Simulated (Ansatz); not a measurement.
The first iterations of a band of ClGaH2 (4 atoms, charge 0, multiplicity 1).

All numbers below come from RKS B3LYP-D4/def2-SVP in Ansatz.

```yaml
movable_images: 9
climbing_image: yes
spring: 5.0 eV/Å²
optimiser: quadratic models (default)
start_path: through a guess of the saddle point
force_threshold: 0.03 eV/Å
iteration_limit: 60
end_points: relaxed
```

Image 0:

```xyz
4
Properties=species:S:1:pos:R:3
Ga 0.454 0.000 0.076
Cl 0.825 0.000 2.214
H 1.730 0.000 -0.822
H -1.051 0.000 -0.338
```

Image 10:

```xyz
4
Properties=species:S:1:pos:R:3
Ga -0.434 0.000 -1.056
Cl 1.431 0.000 1.333
H 2.539 0.000 0.668
H -1.579 0.000 0.185
```

| iteration | highest image above the first end (eV) | largest band force component (eV/Å) |
| --- | --- | --- |
| 1 | 4.025 | 9.441 |
| 2 | 2.698 | 3.767 |
| 3 | 2.327 | 1.385 |

Does the band converge within its limit, and where does its top end?

The forces met the threshold. It ended after 11 iterations with the highest image 2.289 eV above the first end. A vibrational analysis at the climbing image gives one clearly imaginary mode, 921i cm⁻¹: a first-order saddle point. The orbitals stay closed-shell, which can raise the energy where a bond breaks towards radicals; this wasn't checked here.

Run time: 2.1 min on 1 thread of Intel(R) Xeon(R) Platinum 8488C (Sapphire Rapids) (shared host), peak memory 0.14 GiB.
